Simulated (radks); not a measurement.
Question: The mean radii <r> (bohr) of the occupied orbitals of an atom or ion are listed with their occupations. Calculated with a radial shooting solver on a logarithmic mesh with Libxc functionals: scalar-relativistic Kohn-Sham, SCAN, spin-polarised, spherical densities, finite nucleus; meta-GGA in the generalised Kohn-Sham scheme; Fermi nuclear charge, rms radius of each element as measured or else 0.836 A^(1/3) + 0.57 fm.

orbital  occ.      <r>
1s          2  0.02074
2s          2  0.08721
2p          6  0.07719
3s          2   0.2135
3p          6   0.2092

Name the element and its charge. Open shells, if any, are filled with parallel spins first.

Answer: Z = 67, holmium, charge +49: Ho49+ in [Ar]. The 1s radius gives Z: for a bare nucleus <r> = (2 gamma + 1)/(2Z) with gamma = sqrt(1 - (Z/c)^2), 0.02048 bohr for Z = 67, and screening makes it slightly larger (0.02074 here). The occupations add up to 18, and the charge is Z minus that.
